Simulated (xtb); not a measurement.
The multiplicity is imposed and other spin states were not computed.

Species: [Cu(C2H4)(OH)] (charge 0, multiplicity 1).

Problem. Give a relaxed geometry from GFN2-xTB in xtb.

Solution. Several could match; the one computed here: the end point of this relaxation, one of several conformers.
Cartesian coordinates (Å) in one orientation:
```xyz
9

Cu     0.008    -0.058    -0.023
C     -1.921    -0.028     0.001
C     -1.438    -1.201     0.547
H     -2.266     0.771     0.642
H     -2.320    -0.017    -1.004
H     -1.456    -2.117    -0.025
H     -1.403    -1.328     1.620
O      1.594     0.514    -0.202
H      2.021     0.305    -1.031
```
